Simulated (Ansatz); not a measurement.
Job for Ansatz (a program for electronic structure): R-r2SCAN/def2-TZVPP on BeCl2 (SMILES [Cl][Be][Cl]), atoms moved off the minimum.

Ansatz 0.2 input:
```yaml
crystal:
  periodic: [false, false, false]
  atoms:
    - {symbol: Be, position_ang: [0.04750073, -0.00499343, 0.02170238]}
    - {symbol: Cl, position_ang: [0.01129821, 0.04837641, -1.90373018]}
    - {symbol: Cl, position_ang: [-0.09089760, 0.04569778, 1.73060799]}
basis:
  gaussian:
    orbitals: def2-TZVPP
hamiltonian:
  xc: {name: r2SCAN}
scf: {lower_state_search: off}
output: {forces: true}
```

It printed:

```
WARN ansatz: RAYON_NUM_THREADS=6 ignored (pool sized by the plan → 6); use --threads N
Functional definition: r2SCAN
these checks for a lower state are left out or cut short: stability, starts, cluster_reference, orbital_swaps, neighbouring_geometries, increment
integrals: 0.03 GiB planned
729 factors; their error is unknown
mean field: 0.28 GiB planned
mean field evaluation 1: about -25448.4027 eV, gradient 1.9e1 eV
mean field evaluation 2: about -25448.3097 eV, gradient 2.1e1 eV
mean field evaluation 4: about -25449.1989 eV, gradient 7.9e-1 eV
mean field evaluation 8: about -25449.1821 eV, gradient 6.9e-2 eV
mean field evaluation 16: about -25449.1821 eV, gradient 1.7e-6 eV
mean field -25449.18210120 eV, -935.2401921439 hartree, gradient 1.8e-6 eV, S^2 0.000000; 0 other end points of the search recorded, 0 dependent functions left out
the calculation of the forces begins
reference -25449.18211128 eV, -935.2401925142 hartree; 19, 19 occupied and 84, 84 virtual orbitals, 729 factors
Total energy: -25449.18211128 eV, -935.2401925142 hartree
Atom 0 at     0.047501    -0.004993     0.021702 Å, force    -0.013627     0.072575    -3.829226 eV/Å
Atom 1 at     0.011298     0.048376    -1.903730 Å, force     0.102465    -0.088839     1.769665 eV/Å
Atom 2 at    -0.090898     0.045698     1.730608 Å, force    -0.088838     0.016264     2.059561 eV/Å
Dipole moment:     0.048611    -0.031385     0.203008 e Å
Checks for a lower state left out: stability, starts, cluster_reference, orbital_swaps, neighbouring_geometries, increment
```

The run converged.

Cost: around 3 core-seconds (rough).
